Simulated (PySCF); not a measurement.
**Electron correlation in Ga (gallium, neutral)**

[Ar] 3d10 4s2 4p1, 2P determinant. All numbers are calculated (PySCF 2.14, scalar relativity through the core potential, in aug-cc-pVDZ-PP with ECP10MDF (5s4p3d, 32 functions)). Frozen: 3s2 3p6 3d10; 3 electrons correlated.

MP2 pair energies summed by pair of shells (mhartree):

```tsv
pair	energy	share (%)
4s-4s	-17.54	60.7
4s-4p	-11.36	39.3
```

Total MP2 correlation energy: -28.90 mhartree.

Same-spin part -2.25 and opposite-spin part -26.64 mhartree; SCS-MP2 scales them by 1/3 and 6/5 to -32.72 mhartree.

```
  level  correlation energy (mhartree)
   CCSD                         -43.40
    (T)                          -0.54
CCSD(T)                         -43.94
```

Diagnostics: T1 = 0.012, D1 = 0.0302, largest double amplitude 0.052.

Question: Is a single reference adequate?

Answer: Yes, within this model without spin-orbit coupling: T1 lies below 0.03 and no double amplitude reaches 0.07.
